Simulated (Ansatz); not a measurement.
Two isomers of CH7BFNSi: A = `C[SiH2]B(N)F`, B = `C[SiH](N)BF`.

Gas-phase electronic energies from Ansatz, PBE0-D4/def2-TZVP geometries. CCSD(T)/CBS adds triple-zeta CCSD(T) − MP2 to the extrapolated MP2 energy (def2 sets, frozen cores). DFT in def2-TZVPP. B3LYP here is the variant with VWN-RPA as its local correlation; programs differ in this. One conformer a species, not always the lowest.

A:

```xyz
12

C    -0.5566    1.9260   -0.3444
Si   -0.5767    0.0790   -0.6844
B     0.2611   -0.9843    0.8304
N     1.2482   -1.9463    0.6349
F    -0.1426   -0.7617    2.0960
H     0.4674    2.2938   -0.2498
H    -1.0451    2.4796   -1.1488
H    -1.0809    2.1449    0.5886
H     0.1487   -0.2112   -1.9590
H    -1.9863   -0.3705   -0.8839
H     1.6504   -2.4755    1.3930
H     1.6127   -2.1739   -0.2726
```

B:

Z-matrix (Å, degrees):
```
C
Si 1 1.880
H 1 1.093 2 110.7
H 1 1.094 2 110.5 3 119.4
H 1 1.093 2 111.6 3 -120.3
N 2 1.724 1 116.0 3 59.4
B 2 2.037 1 110.0 3 -179.8
H 2 1.494 1 106.8 3 -60.2
H 6 1.007 2 121.7 1 -64.7
H 6 1.007 2 120.4 1 83.9
F 7 1.326 2 119.7 1 63.2
H 7 1.207 2 125.0 1 -115.8
```

Task: Which is lower in electronic energy at CCSD(T)/CBS, and by how much? (Estimate.)

Result: Ansatz gave: A, by 96.8 kJ/mol.

Task: Give E(B) − E(A) in kJ/mol with B3LYP, PBE0-D4, CCSD/def2-TZVPP, B3LYP-D4, CCSD(T)/def2-TZVPP, B2PLYP, r2SCAN-D4. (An estimate is asked.)

Result: The calculation gave: B3LYP 102.6, PBE0-D4 105.3, CCSD/def2-TZVPP 98.2, B3LYP-D4 101.5, CCSD(T)/def2-TZVPP 99.6, B2PLYP 100.5, r2SCAN-D4 105.0. None reverses the order clearly.

Largest T1 diagnostic: 0.012.

In def2-TZVPP, CCSD(T) changes the Hartree–Fock value by +6.2 kJ/mol (the triples alone add +1.4 kJ/mol) and MP2 by +5.0 kJ/mol.
